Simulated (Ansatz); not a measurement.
```yaml
atoms:
  - { symbol: B, position_ang: [1.4300, 0.0000, 0.0000] }
  - { symbol: N, position_ang: [0.7150, 1.2384, 0.0000] }
  - { symbol: B, position_ang: [-0.7150, 1.2384, 0.0000] }
  - { symbol: N, position_ang: [-1.4300, 0.0000, 0.0000] }
  - { symbol: B, position_ang: [-0.7150, -1.2384, 0.0000] }
  - { symbol: N, position_ang: [0.7150, -1.2384, 0.0000] }
  - { symbol: H, position_ang: [2.6300, 0.0000, 0.0000] }
  - { symbol: H, position_ang: [1.2225, 2.1174, 0.0000] }
  - { symbol: H, position_ang: [-1.3150, 2.2776, 0.0000] }
  - { symbol: H, position_ang: [-2.4450, 0.0000, 0.0000] }
  - { symbol: H, position_ang: [-1.3150, -2.2776, 0.0000] }
  - { symbol: H, position_ang: [1.2225, -2.1174, 0.0000] }
```

Basis set: cc-pVDZ (spherical functions). Correlated methods keep 6 orbitals frozen. Charge 0, multiplicity 1.

Computed with Ansatz (development build ahead of 0.2.0); each method stands on the lowest determinant of its kind that the runs found. Restricted open shells among the atoms or ions are ROHF, correlated in semicanonical orbitals with singles.

Q: Give the atomization energy at this shape (free ground-state atoms in the same class of orbitals less the molecule, no zero-point energy) of singlet B3N3H6 by RHF-MP2, RHF.

A:

| method | atomization energy |
| --- | --- |
| RHF-MP2 | 49.73 eV |
| RHF | 38.91 eV |
